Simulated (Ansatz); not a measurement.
`C[B]([AlH2])[GeH3]` + `C[O][Sn]([OH])([O]C)[O]C` → `C[O][Sn]([O]C)([O]C)[O]C` + `[AlH2][BH][GeH3]`  (substitution at a C–B bond)

Computed with Ansatz on PBE0-D4/def2-TZVP structures; ΔE is electronic, products minus reactants. CCSD(T)/CBS adds triple-zeta CCSD(T) − MP2 to the extrapolated MP2 energy (def2 sets, frozen cores). DFT in def2-TZVPP. B3LYP here is the variant with VWN-RPA as its local correlation; programs differ in this. def2 core potentials past Kr. For Ge, Sn outer-core shells are correlated without core-valence functions, which leaves a few kJ/mol of doubt a bond. Scalar relativity is left out up to krypton. Each species was taken in one conformer, which may not be the lowest.

`C[B]([AlH2])[GeH3]`:

```xyz
12

C     1.440   -0.355    0.910
B     0.209   -0.194   -0.032
Al   -0.458   -1.529   -1.535
Ge   -0.971    1.490    0.274
H     2.260   -0.976    0.543
H     1.839    0.567    1.343
H     1.000   -0.910    1.761
H    -0.114   -1.283   -3.072
H    -1.410   -2.756   -1.171
H    -0.925    2.016    1.725
H    -2.455    1.318   -0.114
H    -0.415    2.613   -0.632
```

`C[O][Sn]([OH])([O]C)[O]C`:

Cartesian coordinates in Å:
```
C 2.633 0.018 0.536
O 1.862 -1.100 0.144
Sn -0.073 -0.993 0.016
O -0.796 -2.757 0.357
O -0.610 0.358 1.315
C -1.971 0.689 1.484
O -0.764 -0.475 -1.726
C -0.476 0.807 -2.239
H 2.724 0.751 -0.274
H 2.221 0.525 1.416
H 3.635 -0.341 0.783
H -0.138 -3.337 0.751
H -2.026 1.537 2.172
H -2.545 -0.138 1.916
H -2.451 0.985 0.542
H 0.574 0.901 -2.544
H -1.099 0.960 -3.124
H -0.700 1.610 -1.525
```

`C[O][Sn]([O]C)([O]C)[O]C`:

Z-matrix (Å, degrees):
```
C
O 1 1.412
H 1 1.097 2 112.4
H 1 1.093 2 107.6 3 -118.9
H 1 1.097 2 112.4 3 122.3
Sn 2 1.944 1 119.4 3 -61.2
O 6 1.944 2 112.2 1 -58.4
O 6 1.944 2 104.3 1 -179.9
O 6 1.944 2 112.1 1 58.5
C 7 1.412 6 119.4 2 -58.7
C 8 1.412 6 119.4 2 -179.9
C 9 1.412 6 119.4 2 58.3
H 10 1.097 7 112.4 6 61.4
H 10 1.097 7 112.4 6 -60.9
H 10 1.093 7 107.6 6 -179.7
H 11 1.097 8 112.4 6 -61.2
H 11 1.097 8 112.4 6 61.1
H 11 1.093 8 107.6 6 180.0
H 12 1.097 9 112.4 6 -61.0
H 12 1.093 9 107.6 6 -179.8
H 12 1.097 9 112.4 6 61.3
```

`[AlH2][BH][GeH3]`:

Cartesian coordinates in Å:
```
Al 1.703 0.908 0.782
B -0.241 0.793 -0.012
Ge -1.143 -0.968 -0.596
H 1.960 0.711 2.341
H 2.953 1.129 -0.181
H -0.953 1.750 -0.147
H -2.250 -1.287 0.434
H -0.207 -2.192 -0.646
H -1.822 -0.843 -1.975
```

Q: Is it downhill or uphill in electronic energy at CCSD(T)/CBS, and by how much? (Best estimate.)

A: Ansatz gave: Uphill: ΔE = +1.09 eV.

Q: What do these levels give: PBE-D4, r2SCAN-D4, ωB97X-V, ωB97M-V, r2SCAN, B3LYP, HF/def2-TZVPP, MP2/def2-TZVPP, CCSD/def2-TZVPP, HF/def2-QZVPP, SCS-MP2/def2-QZVPP, CCSD/CBS(def2)? (Estimate.)

A: The calculation gave: PBE-D4 1.12, r2SCAN-D4 1.11, ωB97X-V 1.03, ωB97M-V 1.09, r2SCAN 1.11, B3LYP 1.03, HF/def2-TZVPP 0.88, MP2/def2-TZVPP 1.13, CCSD/def2-TZVPP 1.03, HF/def2-QZVPP 0.88, SCS-MP2/def2-QZVPP 1.06, CCSD/CBS(def2) 1.07 eV.

Largest T1 diagnostic among the species: 0.014.

In def2-TZVPP, CCSD(T) changes the Hartree–Fock value by +0.16 eV (the triples alone add +0.02 eV) and MP2 by +0.24 eV.
